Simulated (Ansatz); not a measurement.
Geometry optimisation, Ansatz, RKS PBE/def2-SVP.

Input file:

```yaml
crystal:
  periodic: [false, false, false]
  atoms:
    - { symbol: Ta, position_ang: [0.0, 0.0, 0.0] }
    - { symbol: O, position_ang: [2.37, 0.0, 0.0] }
    - { symbol: H, position_ang: [2.7071, -0.5308, 0.7903] }
    - { symbol: "N", position_ang: [0.0, 0.0, 2.16] }
    - { symbol: H, position_ang: [-0.2456, -0.8845, 2.69] }
    - { symbol: H, position_ang: [0.2456, 0.8845, 2.69] }
    - { symbol: F, position_ang: [0.0, 0.0, -1.93] }
    - { symbol: F, position_ang: [-0.965, 1.6714, 0.0] }
    - { symbol: F, position_ang: [-0.965, -1.6714, 0.0] }
    - { symbol: H, position_ang: [0.6622, -1.6867, 1.0613] }
    - { symbol: H, position_ang: [1.6714, -1.2751, 0.8023] }
basis:
  gaussian: { orbitals: def2-SVP }
hamiltonian:
  xc: pbe
relax:
  f_tol: 0.15
  max_steps: 25
  restrain:
    - { distance: [0, 9], at: 1.8, k: 30.0 }
    - { distance: [10, 1], at: 1.01, k: 30.0 }
    - { distance: [0, 1], at: 3.22, k: 30.0 }
    - { distance: [10, 9], at: 1.86, k: 30.0 }
```

Run as:

```bash
$ ansatz run input.yaml --threads 4 --pin off --max-ram 5120MiB --backend cpu --events-out ev --progress --plain --runs-dir out
```

Task: Where does it end, and by what steps?

Result: It converged. The restraints hold the end off the free minimum; the threshold counts their pulls, which the force column leaves out. Restrained pairs: Ta1–H10 (2.10 → 1.79 Å), O2–H11 (1.66 → 0.99 Å), Ta1–O2 (2.37 → 3.21 Å), H10–H11 (1.12 → 1.86 Å). After 13 steps the energy has fallen by 2.721 eV (the restraints' own energy left out); F9 moved furthest, 1.23 Å.

| step | energy less start (eV) | largest force component (eV/Å) | accepted |
| --- | --- | --- | --- |
| 0 | 0.0000 | 3.892 | yes |
| 1 | 1.3054 | 3.884 | yes |
| 2 | 1.6803 | 3.779 | yes |
| 3 | 0.4880 | 3.218 | yes |
| 4 | -0.9071 | 1.815 | yes |
| 5 | -1.7064 | 1.037 | yes |
| 6 | -2.1444 | 1.350 | yes |
| 7 | -2.4112 | 1.016 | yes |
| 8 | -2.5598 | 0.593 | yes |
| 9 | -2.6447 | 0.532 | yes |
| 10 | -2.6850 | 0.629 | yes |
| 11 | -2.6943 | 0.571 | yes |
| 12 | -2.7061 | 0.858 | yes |
| 13 | -2.7206 | 0.537 | yes |

```xyz
11
Properties=species:S:1:pos:R:3
Ta -0.436 -0.368 0.198
O 2.749 0.015 0.130
H 2.970 0.211 1.060
N -0.341 -0.145 2.193
H -0.502 -0.874 2.900
H 0.060 0.675 2.666
F -0.147 -0.650 -1.677
F -0.093 1.476 0.038
F -2.098 -1.236 0.202
H 0.804 -1.647 0.389
H 2.515 -0.949 0.165
```

The run took 14 s on 4 threads of Intel(R) Xeon(R) 6975P-C (Granite Rapids), on a shared host, peak memory 0.2 GiB.
